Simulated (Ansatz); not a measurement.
PBE exchange is replaced step by step with exact exchange (0 % is PBE, 25 % PBE0; no dispersion term), basis def2-SVP, Ansatz. System: Mg11MnS11Br2. Total charge 0; sextet. Geometry: PBE-D4/def2-SVP, each spin state at its own.

Left out: 50 %, where a state is spin-contaminated, unstable or flagged.

The relaxed quartet has other bonds than the sextet, so its gap is one between isomers.

Geometry of the sextet:

```
atom   x (Å)   y (Å)   z (Å)
  S1  -0.122   2.428  -1.696
  S2  -4.153   2.901  -0.145
  S3   2.585   2.914   2.022
  S4   3.071  -0.773   3.160
  S5  -1.094   0.580   2.062
  S6  -3.307   0.805  -3.154
  S7   2.020   0.160  -0.225
  S8  -1.165  -1.717  -0.981
  S9  -4.521  -0.591   1.128
 S10   2.530  -3.366  -0.545
 S11   0.853  -1.018  -4.197
Mg12   1.764   2.606  -0.197
Mg13  -3.305   1.496   1.579
Mg14  -2.482   2.695  -1.841
Mg15  -4.411   0.537  -1.021
Mg16   1.339   0.720   2.386
Mg17   4.189   1.081   2.012
Mg18   3.451  -1.634   0.896
Mg19  -2.320  -1.522   1.237
Mg20   0.363  -3.121   0.350
Mn21  -0.379   0.462  -0.301
Mg22  -1.135  -0.286  -3.248
Mg23   1.634  -1.594  -2.090
Br24   5.706  -0.230   0.461
Br25  -1.114  -3.534   2.348
```

Single mean-field runs in def2-SVP are fitted with def2-universal-jkfit.

HOMO and LUMO are taken over both spins.

| exact exchange (%) | HOMO (eV) | LUMO (eV) | gap (eV) | ⟨S²⟩ | quartet − sextet (kJ/mol) |
| --- | --- | --- | --- | --- | --- |
| 0 | -4.82 | -3.72 | 1.10 | 8.767 | 65.6 |
| 5 | -5.01 | -3.42 | 1.59 | 8.767 | 81.9 |
| 10 | -5.21 | -3.12 | 2.09 | 8.768 | 98.4 |
| 15 | -5.41 | -2.87 | 2.55 | 8.768 | 114.9 |
| 25 | -5.83 | -2.49 | 3.34 | 8.769 | 147.7 |
| 35 | -6.27 | -2.20 | 4.07 | 8.768 | 179.8 |
